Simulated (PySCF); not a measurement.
Molfile (atoms numbered from 1):
```
C2H8N2Si2
     RDKit          3D

 14 13  0  0  0  0  0  0  0  0999 V2000
    0.2782    2.9447    0.7074 C   0  0  0  0  0  0  0  0  0  0  0  0
    0.7807    1.8635    0.4587 C   0  0  0  0  0  0  0  0  0  0  0  0
    1.5371    0.2146    0.1019 Si  0  0  0  0  0  4  0  0  0  0  0  0
    0.7290   -1.0765    0.9325 N   0  0  0  0  0  0  0  0  0  0  0  0
   -0.8754   -1.6235    0.5357 Si  0  0  0  0  0  4  0  0  0  0  0  0
   -1.5873   -0.3546   -0.3826 N   0  0  0  0  0  0  0  0  0  0  0  0
   -0.1574    3.9036    0.9266 H   0  0  0  0  0  0  0  0  0  0  0  0
    1.5264    0.0247   -1.3743 H   0  0  0  0  0  0  0  0  0  0  0  0
    2.9438    0.2631    0.5981 H   0  0  0  0  0  0  0  0  0  0  0  0
    1.1518   -1.4028    1.7959 H   0  0  0  0  0  0  0  0  0  0  0  0
   -1.5342   -1.9887    1.8321 H   0  0  0  0  0  0  0  0  0  0  0  0
   -0.9330   -2.8222   -0.3576 H   0  0  0  0  0  0  0  0  0  0  0  0
   -1.7262    0.5803   -0.0171 H   0  0  0  0  0  0  0  0  0  0  0  0
   -2.1384   -0.5376   -1.2110 H   0  0  0  0  0  0  0  0  0  0  0  0
  1  2  3  0
  2  3  1  0
  3  4  1  0
  4  5  1  0
  5  6  1  0
  1  7  1  0
  3  8  1  0
  3  9  1  0
  4 10  1  0
  5 11  1  0
  5 12  1  0
  6 13  1  0
  6 14  1  0
M  END
```

Geometry: PBE0-D3(BJ)/def2-SVP; GIAO shifts from PySCF 2.14.0 with density-fitted response routines, gas phase, non-relativistic, averaged over equivalent atoms.

At PBE0/pcSseg-1 (156 basis functions, 13 s wall time on 1 thread of an Arm Neoverse V2, shared host):
```tsv
atoms	δ (ppm)
C1	100.2
C2	92.9
Si5	-35.7
Si3	-65.3
N6	26.4
N4	24.7
H11/H12	5.12
H8/H9	4.81
H7	2.30
H13/H14	1.02
H10	0.25
```

Scale: TMS for 13C (σref 184.41), 29Si (σref 351.99), 1H (σref 31.27); 15N (σref 265.67) against NH3 (reference shieldings calculated alike).

What do these become at KT2/pcSseg-2?

Answers


```json
{"atoms": "C1", "δ at KT2/pcSseg-2": "91.3", "change": "-8.9"}
{"atoms": "C2", "δ at KT2/pcSseg-2": "87.7", "change": "-5.2"}
{"atoms": "Si5", "δ at KT2/pcSseg-2": "-35.2", "change": "+0.5"}
{"atoms": "Si3", "δ at KT2/pcSseg-2": "-67.8", "change": "-2.5"}
{"atoms": "N6", "δ at KT2/pcSseg-2": "31.9", "change": "+5.5"}
{"atoms": "N4", "δ at KT2/pcSseg-2": "33.7", "change": "+9.0"}
{"atoms": "H11/H12", "δ at KT2/pcSseg-2": "5.42", "change": "+0.30"}
{"atoms": "H8/H9", "δ at KT2/pcSseg-2": "5.10", "change": "+0.29"}
{"atoms": "H7", "δ at KT2/pcSseg-2": "2.43", "change": "+0.13"}
{"atoms": "H13/H14", "δ at KT2/pcSseg-2": "1.26", "change": "+0.24"}
{"atoms": "H10", "δ at KT2/pcSseg-2": "0.60", "change": "+0.35"}
```

Chemical shifts δ = σref − σ; TMS for 13C (σref 182.28), 29Si (σref 350.99), 1H (σref 31.18); 15N (σref 260.12) vs NH3, all at this level.

The largest change is at N4 (nitrogen bonded to 2 Si, H). Cost: 342 basis functions, 58 s wall time on 1 thread of an Arm Neoverse V2, shared host.

Experimental scales use liquid or dissolved standards, which lie at an offset from isolated NH3 (liquid NH3: subtract about 20 ppm).
